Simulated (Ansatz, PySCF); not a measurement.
The pair A = H2O (SMILES O) (first 3 atoms), B = CHN (SMILES C#N); geometry from B3LYP-D3(BJ)/def2-TZVP.
(charge 0, multiplicity 1):
```xyz
6

O     -0.1430     0.0652    -0.6573
H      0.7913    -0.0607    -0.8478
H     -0.2007     0.0722     0.3079
C     -0.2795     0.0792     3.5548
N     -0.1393     0.0616     2.4191
H     -0.4112     0.0957     4.6136
```

Correlated levels freeze the cores. Rows in 6-31G* carry no dispersion term and start afresh at each structure (6-31G* with six Cartesian d functions).

Codes used: Ansatz (Gaussian orbitals); PySCF for 6-31G* rows. Each number belongs to the level named beside it.

Total energies (hartree), monomers frozen at their geometry in the pair:

```tsv
structure	PBE/def2-TZVPPD	B3LYP/6-31G*	MP2/aug-cc-pVDZ
AB	-169.7372168	-169.8380288	-169.4486491
A in the pair's basis	-76.3836234	-76.4094912	-76.2613386
B in the pair's basis	-93.3475282	-93.4231957	-93.1814563
A	-76.3835948	-76.4088780	-76.2608713
B	-93.3474405	-93.4222265	-93.1805692
```

Q: Work out the interaction energy without and with the counterpoise correction, and the superposition error, for each level.

A: 
E(AB) − E(A) − E(B), times 627.509 kcal/mol, with the monomers in their own basis and then in the pair's basis:
- PBE/def2-TZVPPD: -3.88 uncorrected, -3.81 corrected; the monomers gain 0.07 kcal/mol from borrowed functions
- B3LYP/6-31G*: -4.35 uncorrected, -3.35 corrected; the monomers gain 0.99 kcal/mol from borrowed functions
- MP2/aug-cc-pVDZ: -4.52 uncorrected, -3.67 corrected; the monomers gain 0.85 kcal/mol from borrowed functions

Ansatz is a quantum-chemistry and plane-wave program.
